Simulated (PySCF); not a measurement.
**Telling isomers of C₇H₁₄ apart by NMR**

Averaged over atoms made equivalent by symmetry, fast rotation or ring inversion, isolated molecule, relativity neglected, single conformer. GIAO PBE0/pcSseg-1 shieldings; GFN2-xTB geometry; PySCF 2.14.0 with density-fitted response routines.

References, each an isolated molecule treated in the same way: ¹H, ¹³C vs TMS. Where no couplings were computed, multiplicities follow the n + 1 count of equivalent neighbours, and m marks all less simple cases (inequivalent or close neighbours, rings, F or P nearby). Shifts are as computed. Against solution values, carbons near 30 ppm lie about +3 ppm off and those near 130 ppm about +5 ppm. Of 1211 compounds with measured shifts, 218 miss one by over three times the rms of a fit or turn the order of signals round; such compounds aren't used in these exercises.

(1) Tabulate the signals of `CCCC=C(C)C`, `CC(C)=CC(C)C` and their relative energies.

(2) What is the quickest way to tell CCCC=C(C)C from CC(C)=CC(C)C?

## Answers

(1) 
```json
{"SMILES": "CCCC=C(C)C", "carbon types": "1×C 1×CH 2×CH2 3×CH3", "δC": "140.3, 133.2, 33.9, 30.2, 26.2, 19.7, 14.3", "δH": "5.40 (t, 1H), 2.07 (m, 2H), 1.88 (s, 3H), 1.76 (s, 3H), 1.39 (m, 2H), 0.92 (t, 3H)", "E rel. (kcal/mol)": "1.7"}
{"SMILES": "CC(C)=CC(C)C", "carbon types": "1×C 2×CH 4×CH3", "δC": "140.8, 135.8, 32.2, 29.2, 25.4, 20.0", "δH": "5.25 (d, 1H), 2.48 (m, 1H), 1.75 (s, 3H), 1.74 (s, 3H), 0.99 (d, 6H)", "E rel. (kcal/mol)": "0.0"}
```

Energies are electronic energies at PBE0/pcSseg-1 on these geometries, without zero-point or thermal terms, each for the one conformer computed, which needn't be the lowest.

(2) Count the carbon signals: 7 against 6. The first has an allylic sp3 CH2 at 33.9 ppm, the second an allylic sp3 CH at 32.2 ppm. Their most deshielded carbons lie at 140.3 and 140.8 ppm.
